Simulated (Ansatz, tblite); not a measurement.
Cost and result up the ladder for BCl2(OMe) (CH₃BCl₂O) (8 atoms). Charge 0, multiplicity 1. Geometry: B3LYP-D4/def2-SVP.

```xyz
8

B    -0.6188    0.0743   -1.1517
Cl   -0.3537   -1.6506   -1.4889
Cl   -1.4826    1.0560   -2.3365
O    -0.1916    0.6627   -0.0355
C     0.5211    0.0688    1.0374
H    -0.0141    0.2881    1.9732
H     1.5234    0.5205    1.0899
H     0.6162   -1.0198    0.9122
```

Ansatz on 4 threads of Arm Neoverse V1 on a shared host; xTB runs through tblite on one thread. Times are rough, summed over both states, and most runs start from the orbitals of an earlier one. PBE0-D4/def2-TZVP serves as the yardstick here, not as an exact answer. The other state is a triplet.

The xTB rows come from tblite. HOMO above LUMO, or a gap near zero within one spin, warns that the state may not be the lowest or that an electron is smeared out.

xTB has no spin-polarisation term.

```csv
level,functions,wall time
GFN1-xTB,36,0.011 s
GFN2-xTB,33,0.013 s
PBE-D4/def2-TZVP (with forces),185,6.6 s
r2SCAN-D4/def2-TZVP,185,14 s
PBE0-D4/def2-TZVP,185,17 s
```

**Question.** Estimate what each level gives for the vertical triplet (eV).

**Answer.** 
```
                         level  vertical triplet (eV)  difference from PBE0-D4/def2-TZVP (eV)                                  remarks
                      GFN1-xTB                   6.98                                    0.30                                        –
                      GFN2-xTB                   6.31                                   -0.37                                        –
PBE-D4/def2-TZVP (with forces)                   6.17                                   -0.51  gap within one spin near zero (triplet)
           r2SCAN-D4/def2-TZVP                   6.38                                   -0.30  gap within one spin near zero (triplet)
             PBE0-D4/def2-TZVP                   6.68                                    0.00                                        –
```
